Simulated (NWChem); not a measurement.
Species: C$_{2}$H$_{4}$Cl$_{2}$Sn; SMILES C=[CH][SnH]([Cl])[Cl]

```xyz
9

Sn    -0.0609    -0.1177     0.4634
Cl     1.7605     1.1720    -0.3474
Cl    -0.0023    -2.2094    -0.6539
C     -1.8076     0.9498    -0.1597
C     -1.6919     2.0959    -0.8507
H      0.2349    -0.4480     2.1277
H     -2.7924     0.5170     0.0874
H     -2.5829     2.6536    -1.1898
H     -0.7077     2.5234    -1.1093
```
Atoms are numbered in this order, from 1.

Program: NWChem. Coordinates come from a PBE-D3(BJ)/def2-SVP optimisation. Not confirmed as a minimum by frequencies. def2 effective core potentials on Sn; no spin-orbit coupling. Level MN15/def2-SVP: energy and gradient on several grids; changes count from the extra-fine grid, which is no exact limit either.

Q: Which is the coarsest grid (medium; xfine; fine; xcoarse; coarse) from which on the energy stays within 50 μHa and each gradient component within 100 μHa/bohr of xfine?

A: fine.
```json
[
 {"grid": "xcoarse", "size of the energy change (μHa)": "10000", "largest change of a gradient component (μHa/bohr)": "6000", "time, medium = 1 (rough)": "about 1"},
 {"grid": "coarse", "size of the energy change (μHa)": "200", "largest change of a gradient component (μHa/bohr)": "1000", "time, medium = 1 (rough)": "about 1"},
 {"grid": "medium", "size of the energy change (μHa)": "< 10", "largest change of a gradient component (μHa/bohr)": "300", "time, medium = 1 (rough)": "about 1"},
 {"grid": "fine", "size of the energy change (μHa)": "< 10", "largest change of a gradient component (μHa/bohr)": "30", "time, medium = 1 (rough)": "about 1"},
 {"grid": "xfine", "size of the energy change (μHa)": "< 10", "largest change of a gradient component (μHa/bohr)": "< 30", "time, medium = 1 (rough)": "2"}
]
```
